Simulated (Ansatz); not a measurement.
Mulliken charges of CH4AlBF2Si (`F[CH]1[SiH2][BH][Al]1[F]`) from r2SCAN/def2-TZVPP in Ansatz (PBE0-D4/def2-TZVP geometry).

```
atom   x (Å)   y (Å)   z (Å)  charge (e)
  F1  -1.973  -0.636   1.273      -0.248
  C2  -1.252  -0.418   0.081      -0.087
 Si3   0.535  -1.025   0.282       0.248
  B4   1.514   0.572  -0.068      -0.278
 Al5  -0.391   1.409  -0.018       0.654
  F6  -1.144   2.861   0.187      -0.334
  H7  -1.826  -0.845  -0.744       0.073
  H8   0.858  -2.483   0.309      -0.061
  H9   1.086  -0.263  -1.094      -0.007
 H10   2.675   0.777  -0.207       0.039
```

By hand: the dipole of these point charges (1 e Å = 4.8032 D).

Σ q r = (0.347, -0.131, -0.382) e Å, of length 0.532 e Å = 2.56 D.

How does the dipole of the full density compare? (Best estimate.)

Computed: (0.191, -0.472, -0.254) e Å, 2.73 D; the point charges give 0.94 times that, at 42° from its direction.

Point charges leave out the atoms' own dipoles, such as those of lone pairs, and Mulliken's split depends on the basis, so the two needn't agree.
